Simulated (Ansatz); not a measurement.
Total energies of In12N12H32, a nanocrystal cut from zinc blende InN (hydrogen-capped) from Ansatz at PBE0-D4/def2-SVP, gas phase (1 Eh = 27.2114 eV = 2625.5 kJ/mol). The reference geometry is relaxed at PBE-D4/def2-SVP.

Cartesian coordinates in Å:
```
N 2.374 3.232 -0.058
N -2.961 2.560 1.614
N -3.533 -0.090 -0.977
N 2.133 0.906 -2.804
N -0.881 -0.738 -3.168
N -0.546 1.691 -0.776
N 1.416 0.928 2.103
N -1.525 -0.664 1.786
N 1.149 -1.477 -0.510
N 4.005 0.190 0.192
N -1.983 -2.995 -0.732
N 0.353 -3.642 2.129
In -1.409 3.452 0.263
In 1.128 2.567 -1.852
In 3.256 1.857 1.408
In -1.944 0.925 -2.244
In -2.338 0.955 3.077
In -3.060 -1.577 0.637
In 0.807 0.059 -4.437
In 2.880 -0.711 -1.579
In -0.164 -2.406 -1.962
In 0.057 0.074 0.528
In -0.739 -2.066 3.325
In 2.055 -3.014 0.810
H 3.074 3.917 -0.381
H 1.682 3.794 0.474
H -3.298 3.337 2.204
H -3.798 2.289 1.076
H -4.189 -0.538 -1.637
H -4.099 0.668 -0.565
H 2.932 1.288 -3.339
H -1.517 -1.138 -3.881
H 0.826 1.580 2.650
H 1.596 0.149 2.760
H 4.982 0.357 -0.092
H 4.054 -0.620 0.839
H -2.674 -3.375 -1.400
H -1.705 -3.825 -0.187
H -0.297 -4.255 1.615
H 0.765 -4.271 2.837
H -2.274 4.447 -0.883
H -0.146 4.023 1.365
H 0.926 4.015 -2.797
H 4.392 2.556 2.516
H -2.797 2.001 -3.313
H -3.821 0.402 3.815
H -0.972 1.742 3.855
H -4.521 -2.306 1.233
H 0.173 1.443 -5.294
H 1.660 -1.333 -5.060
H 4.028 -1.795 -2.313
H 0.322 -3.843 -2.816
H 0.612 -1.269 4.119
H -2.082 -2.901 4.067
H 3.145 -2.133 1.891
H 2.489 -4.421 -0.131
```

```tsv
state	geometry	energy (Eh)
charge 0 singlet	reference	-2957.04517
charge 1 doublet	reference	-2956.75405
charge -1 doublet	reference	-2957.06725
free N atom (quartet)	–	-54.47898
free In atom (doublet)	–	-190.10951
free H atom (doublet)	–	-0.50029
```

In the def2 sets In takes a core potential; there is no spin–orbit coupling. Single mean-field runs in def2-SVP are fitted with def2-universal-jkfit.

Problem. Work out the vertical ionisation energy to the doublet.

Solution. E(charge 1 doublet) − E(charge 0 singlet) = -2956.75405 − (-2957.04517) = 0.29112 Eh = 7.92 eV. For comparison, −ε of the highest occupied level is 6.88 eV at this level, 1.04 eV less.

Problem. Work out the vertical electron affinity, to the doublet.

Solution. E(charge 0 singlet) − E(charge -1 doublet) = -2957.04517 − (-2957.06725) = 0.02208 Eh = 0.60 eV. The basis lacks diffuse functions, which makes affinities too small.

Problem. Give the fundamental gap IE − EA, the Mulliken electronegativity (IE + EA)/2 and the hardness (IE − EA)/2.

Solution. From the values in Eh: IE − EA = 0.29112 − 0.02208 = 0.26904 Eh = 7.32 eV; (IE + EA)/2 = 4.26 eV; (IE − EA)/2 = 3.66 eV. The HOMO–LUMO gap of the same run is 5.39 eV, 1.93 eV smaller than the fundamental gap.

Problem. What is the binding energy per atom against free atoms?

Solution. Atoms: 12 × (-54.47898) + 12 × (-190.10951) + 32 × (-0.50029) = -2951.07116 Eh. Binding: -2951.07116 − (-2957.04517) = 5.97401 Eh = 162.56 eV, or 2.90 eV for each of 56 atoms (no zero-point energy, no counterpoise term).

At PBE0-D4/def2-SVP the highest occupied level of the charge -1 doublet lies above zero (up to 0.43 eV). By energy differences its removal costs 0.60 eV (vertical, to the charge 0 singlet, at PBE0-D4/def2-SVP); self-interaction error and the lack of diffuse functions both raise the level.
